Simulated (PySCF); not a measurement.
Gas-phase reaction: 2 GeS + 3 H₂ → 2 GeH₃ + 2 S

Energies from PySCF (xtb for GFN2), thermal terms from the rigid-rotor harmonic-oscillator model, ideal gas at 1 bar. † marks an energy on the PBE0/def2-TZVP geometry and frequencies; other levels use their own. MP2 and CCSD(T) freeze the core. Open shells (unrestricted): GeH₃ (multiplicity 2), S (multiplicity 3, electronic degeneracy 9); the rest are closed-shell singlets. GFN2 has no spin-polarisation term. Spin-orbit splitting is ignored; it lowers the true energy and changes the entropy of S. B3LYP is the form with VWN-RPA correlation. Ge: all electrons, no relativistic terms. GeH₃: computed as isolated molecules; such fragments, hydroxides, amides, oligomers or adducts are transient or little studied in the gas. MP2 isn't extrapolated to the basis-set limit; its ΔH°(298 K) is 679.5 kJ in def2-SVP and 754.5 kJ in def2-TZVPP. CCSD(T) isn't extrapolated to the basis-set limit; its ΔH°(298 K) is 664.5 kJ in def2-SVP and 711.7 kJ in def2-TZVPP. The harmonic model lacks anharmonicity and excited electronic states, which grow with temperature; levels with a mode under 35 cm⁻¹ are left out. Warning, large T1 diagnostic: GeS (CCSD(T)/def2-SVP†).

```csv
level,"ΔE electronic, kJ","ΔH°(298 K), kJ","ΔS°(298 K), J/K","ΔG°(800 K), kJ"
B3LYP/def2-TZVP†,751,759,-62,814
CCSD(T)/def2-SVP†,656,665,-62,719
GFN2-xTB,873,878,-64,934
HF/def2-TZVP†,373,382,-62,437
M06-2X/def2-TZVP†,737,745,-62,800
MP2/def2-TZVPP†,746,755,-62,809
PBE0/def2-QZVP†,711,719,-62,774
PBE0/def2-TZVP,712,720,-62,775
LDA/def2-TZVP†,833,842,-62,897
ωB97M-V/def2-TZVP†,750,759,-62,814
```
ΔH° is lowest at HF/def2-TZVP† and highest at GFN2-xTB. No reference value is set beside these.
